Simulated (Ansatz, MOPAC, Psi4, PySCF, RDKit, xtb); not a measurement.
Two geometries of SMILES C(S)[SeH] (CH4SSe), relaxed at B3LYP-D3(BJ)/def2-SVP with one dihedral held; other torsions can differ between them too.

Structure A

```
7

S      1.4596    -0.3923    -0.6574
C     -0.2803    -0.4990    -0.1434
Se    -1.0579     1.1124     0.7004
H      1.9611    -0.0823     0.5610
H     -0.4401    -1.3077     0.5831
H     -0.8417    -0.7408    -1.0557
H     -0.4866     2.0378    -0.2969
```

Structure B

```
7

S     -1.4797    -0.4080    -0.6322
C      0.2617    -0.4733    -0.1054
Se     1.0320     1.1822     0.6702
H     -2.0040    -0.1620     0.5904
H      0.4443    -1.2922     0.6009
H      0.8323    -0.6832    -1.0198
H      1.0036     0.6857     2.0598
```

### Question
Which is lower in energy at the level CCSD(T) on RHF/cc-pVTZ, cores with 3d frozen // B3LYP-D3(BJ)/def2-SVP in Ansatz (a first-principles code), and by how much?

### Answer
A is lower, by 4.96 kJ/mol (dihedral S1–C2–Se3–H7: 45° in A, 105° in B).

E(B) − E(A) in kJ/mol at the other levels, on the same two geometries: B3LYP/def2-TZVP // B3LYP-D3(BJ)/def2-SVP (Psi4) 4.01; B3LYP-D3(BJ)/def2-TZVP // B3LYP-D3(BJ)/def2-SVP (Psi4) 4.62; PBE/def2-TZVP // B3LYP-D3(BJ)/def2-SVP (Psi4) 4.06; PBE-D3(BJ)/def2-TZVP // B3LYP-D3(BJ)/def2-SVP (Psi4) 4.38; M06-2X/def2-TZVP // B3LYP-D3(BJ)/def2-SVP (Psi4) 5.30; RHF/cc-pVTZ // B3LYP-D3(BJ)/def2-SVP (Ansatz) 4.90; MP2 on RHF/cc-pVTZ, cores with 3d frozen // B3LYP-D3(BJ)/def2-SVP (Ansatz) 5.62; CCSD on RHF/cc-pVTZ, cores with 3d frozen // B3LYP-D3(BJ)/def2-SVP (Ansatz) 4.90; UFF // B3LYP-D3(BJ)/def2-SVP (RDKit) 3.81; PM6, restricted, heats of formation // B3LYP-D3(BJ)/def2-SVP (MOPAC) 5.34; AM1, restricted, heats of formation // B3LYP-D3(BJ)/def2-SVP (MOPAC) 3.83; GFN1-xTB // B3LYP-D3(BJ)/def2-SVP (xtb) 4.13; restricted B3LYP/6-31G*, spherical d // B3LYP-D3(BJ)/def2-SVP (PySCF) 4.89; restricted MP2 (frozen core)/3-21G // B3LYP-D3(BJ)/def2-SVP (PySCF) 6.39; restricted Hartree-Fock/6-31G*, spherical d // B3LYP-D3(BJ)/def2-SVP (PySCF) 5.48.
